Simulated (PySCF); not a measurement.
Computed shifts of a molecule C2H10N2Si2, PBE0/pcSseg-1 run with PySCF, GIAO, gas phase, atoms alike by connectivity averaged where their shifts nearly agree, in ppm (number of nuclei): ¹³C: 215.9 (1), 33.0 (1). ¹⁵N: 414.8 (1), -1.5 (1). ²⁹Si: -55.6 (1), -71.9 (1). ¹H: 5.33 (3), 5.17 (1), 5.06 (1), 2.62 (3), 1.44 (1), 0.16 (1). References: ¹³C against TMS (σ = 186.3 ppm); ¹⁵N against NH3 (σ = 267.4 ppm); ²⁹Si against TMS (σ = 352.7 ppm); ¹H against TMS (σ = 31.56 ppm), references at their B3LYP-D3(BJ)/def2-TZVP geometries, non-relativistic. The structure is a stationary point at B3LYP-D3(BJ)/def2-SVP. One conformer was computed; it need not be the lowest.

Problem. Which molecule gave these data?
(A) C[Si@H]1N[SiH2][C@H]1N
(B) C/C(=N\[SiH3])[SiH2]N
(C) N[Si@@H]1CC[Si@H]1N
(D) N[SiH2]C/C=N\[SiH3]

Solution. B, C/C(=N\[SiH3])[SiH2]N
